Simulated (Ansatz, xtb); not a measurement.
**Redistribution: C2H8OSi + SiH(CH3)(SiH3)2 → C2H10Si2 + SiH(CH3)(OH)(SiH3)**

Species: C2H8OSi `CC[SiH2]O`, singlet; SiH(CH3)(SiH3)2, singlet; C2H10Si2 `CC[SiH2][SiH3]`, singlet; SiH(CH3)(OH)(SiH3), singlet. The partners trade OH for SiH3; both sit on Si, so the bond types are kept.

Shapes, held fixed at every level: PBE0-D4/def2-TZVP. Flexible molecules stand in one conformer, not always the lowest. Programs: Ansatz 0.2.0, xtb 6.7.1. The zero-point and thermal change to 298 K, harmonic and unscaled (PBE0-D4/def2-TZVP), is -1.2 kJ/mol.

(1) Estimate ΔH(298 K) of this reaction.

Results:

(1) The highest level, CCSD(T)/CBS estimate, gives ΔH(298 K) = +9.7 kJ/mol; the levels span -6.7 to +13.0. They disagree on the sign: 8 of 9 are positive. The column of differences is taken from that level and isn't an error. No measured value is set beside it here. The CBS estimate extrapolates MP2 from def2-TZVPP and def2-QZVPP and adds CCSD(T) − MP2 in the triple-zeta set, cores frozen.

| level | kind | ΔH(298 K) (kJ/mol) | less CCSD(T)/CBS estimate |
| --- | --- | --- | --- |
| GFN2-xTB | semi-empirical | -6.7 | -16.4 |
| HF/def2-TZVPP | Hartree–Fock | +8.0 | -1.7 |
| BHLYP-D4/def2-TZVPP | global hybrid | +9.3 | -0.4 |
| r2SCAN0-D4/def2-TZVPP | global hybrid | +10.5 | +0.8 |
| B2PLYP/def2-TZVPP | double hybrid | +9.1 | -0.6 |
| MP2/def2-SVP | perturbation theory | +13.0 | +3.3 |
| CCSD(T)/def2-SVP | coupled cluster or CI | +11.4 | +1.7 |
| CCSD/def2-SVP | coupled cluster or CI | +11.0 | +1.3 |
| CCSD(T)/CBS estimate | coupled cluster or CI | +9.7 | 0.0 |
